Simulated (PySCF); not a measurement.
Frontier levels across methods

C3H9BO2.
Z-matrix (Å and degrees, PBE0-D3(BJ)/def2-SVP geometry), rows numbered from 1:
```
C 
C   1  1.5312
C   2  1.5298  1  111.15
B   2  1.5797  1  110.00  3   123.25
O   4  1.3674  2  117.73  1   -66.18
O   4  1.3669  2  119.12  1   113.37
H   1  1.1029  2  111.33  3    57.00
H   1  1.1019  2  110.93  3   -62.66
H   1  1.1018  2  111.91  3   177.21
H   2  1.1034  1  108.49  3  -119.47
H   3  1.1016  2  110.93  1    62.21
H   3  1.1029  2  111.27  1   -57.58
H   3  1.1017  2  111.93  1  -177.78
H   5  0.9615  4  115.54  2   179.33
H   6  0.9621  4  115.22  2  -179.29
```

Basis pcSseg-1 throughout (PySCF), one geometry. One conformer (not necessarily the lowest) at the PBE0-D3(BJ)/def2-SVP geometry, without solvent, vibrations or thermal averaging.

Task: How do the orbital energies, the gap and the dipole change with the method?

Result: 
```json
{"method": "BLYP", "kind": "GGA", "HOMO (eV)": "-6.79", "LUMO (eV)": "-0.42", "gap (eV)": "6.37", "μ (D)": "2.63", "SCF cycles": "14"}
{"method": "OPBE", "kind": "GGA", "HOMO (eV)": "-6.84", "LUMO (eV)": "-0.13", "gap (eV)": "6.71", "μ (D)": "2.57", "SCF cycles": "14"}
{"method": "PBE", "kind": "GGA", "HOMO (eV)": "-6.87", "LUMO (eV)": "-0.34", "gap (eV)": "6.53", "μ (D)": "2.63", "SCF cycles": "14"}
{"method": "LDA", "kind": "LDA", "HOMO (eV)": "-6.91", "LUMO (eV)": "-0.51", "gap (eV)": "6.40", "μ (D)": "2.72", "SCF cycles": "14"}
{"method": "B97-D", "kind": "GGA", "HOMO (eV)": "-6.91", "LUMO (eV)": "-0.24", "gap (eV)": "6.67", "μ (D)": "2.59", "SCF cycles": "14"}
{"method": "BP86", "kind": "GGA", "HOMO (eV)": "-6.98", "LUMO (eV)": "-0.24", "gap (eV)": "6.74", "μ (D)": "2.63", "SCF cycles": "14"}
{"method": "KT2", "kind": "GGA", "HOMO (eV)": "-7.03", "LUMO (eV)": "-0.34", "gap (eV)": "6.69", "μ (D)": "2.50", "SCF cycles": "14"}
{"method": "KT3", "kind": "GGA", "HOMO (eV)": "-7.08", "LUMO (eV)": "-0.50", "gap (eV)": "6.59", "μ (D)": "2.48", "SCF cycles": "14"}
{"method": "B97-2", "kind": "global hybrid", "HOMO (eV)": "-8.03", "LUMO (eV)": "0.57", "gap (eV)": "8.61", "μ (D)": "2.60", "SCF cycles": "12"}
{"method": "B3LYP", "kind": "global hybrid", "HOMO (eV)": "-8.07", "LUMO (eV)": "0.16", "gap (eV)": "8.23", "μ (D)": "2.64", "SCF cycles": "13"}
{"method": "PBE0", "kind": "global hybrid", "HOMO (eV)": "-8.27", "LUMO (eV)": "0.58", "gap (eV)": "8.85", "μ (D)": "2.63", "SCF cycles": "12"}
{"method": "mPW1PW91", "kind": "global hybrid", "HOMO (eV)": "-8.32", "LUMO (eV)": "0.52", "gap (eV)": "8.83", "μ (D)": "2.62", "SCF cycles": "12"}
{"method": "BHandHLYP", "kind": "global hybrid", "HOMO (eV)": "-9.63", "LUMO (eV)": "1.24", "gap (eV)": "10.87", "μ (D)": "2.64", "SCF cycles": "12"}
{"method": "CAM-B3LYP", "kind": "range-separated hybrid", "HOMO (eV)": "-9.69", "LUMO (eV)": "1.35", "gap (eV)": "11.04", "μ (D)": "2.69", "SCF cycles": "12"}
{"method": "wB97X-D", "kind": "range-separated hybrid", "HOMO (eV)": "-10.18", "LUMO (eV)": "2.44", "gap (eV)": "12.62", "μ (D)": "2.65", "SCF cycles": "13"}
{"method": "LC-wPBE", "kind": "range-separated hybrid", "HOMO (eV)": "-11.03", "LUMO (eV)": "2.79", "gap (eV)": "13.83", "μ (D)": "2.70", "SCF cycles": "12"}
{"method": "HF", "kind": "Hartree–Fock", "HOMO (eV)": "-11.71", "LUMO (eV)": "3.56", "gap (eV)": "15.26", "μ (D)": "2.65", "SCF cycles": "9"}
```

The HOMO spans 4.92 eV, from BLYP down to HF, and the gap runs from 6.37 eV (BLYP) to 15.26 eV (HF). Over the methods BLYP (0 %), OPBE (0 %), PBE (0 %), LDA (0 %), B97-D (0 %), BP86 (0 %), KT2 (0 %), KT3 (0 %), B97-2 (21 %), B3LYP (20 %), PBE0 (25 %), mPW1PW91 (25 %), BHandHLYP (50 %), HF (100 %), a straight line through the gap against the share of exact exchange rises by 0.87 eV for each 10 % (correlation coefficient 0.999). The dipole ranges from 2.48 D (KT3) to 2.72 D (LDA). This basis has no diffuse functions.
